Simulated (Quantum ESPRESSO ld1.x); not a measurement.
Results of a calculation; reference values are marked as such.
Task: Isoelectronic series with 58 electrons, all held in the configuration [Xe] 4f1 5d1 6s2, which need not be the ground one along the series. Code: ld1.x of Quantum ESPRESSO 7.5. Model: scalar-relativistic Kohn-Sham, PBEsol, spin-unpolarised, spherical densities, point nucleus. Total energies (hartree) and orbital eigenvalues (eV):

| ion | E (hartree) | 5d | 6s |
|---|---|---|---|
| Ce | -8857.099 | -3.073 | -3.770 |
| Pr+ | -9233.360 | -11.482 | -10.083 |
| Nd2+ | -9618.752 | -22.018 | -17.875 |
| Pm3+ | -10013.307 | -34.291 | -26.913 |
| Sm4+ | -10417.067 | -48.119 | -37.087 |
| Eu5+ | -10830.085 | -63.399 | -48.329 |
| Gd6+ | -11252.418 | -80.060 | -60.595 |
| Tb7+ | -11684.128 | -98.056 | -73.853 |
| Dy8+ | -12125.280 | -117.348 | -88.083 |
| Ho9+ | -12575.943 | -137.911 | -103.267 |
| Er10+ | -13036.191 | -159.721 | -119.393 |
| Tm11+ | -13506.100 | -182.761 | -136.452 |
| Yb12+ | -13985.750 | -207.017 | -154.437 |
| Lu13+ | -14475.223 | -232.477 | -173.343 |
| Hf14+ | -14974.607 | -259.132 | -193.167 |
| Ta15+ | -15483.992 | -286.971 | -213.907 |
| W16+ | -16003.472 | -315.990 | -235.562 |
| Re17+ | -16533.146 | -346.180 | -258.133 |
| Os18+ | -17073.115 | -377.538 | -281.620 |
| Ir19+ | -17623.485 | -410.060 | -306.025 |

Estimate the row of Pt20+.

Result: E (hartree) -18184.366; 5d -443.740; 6s -331.351.
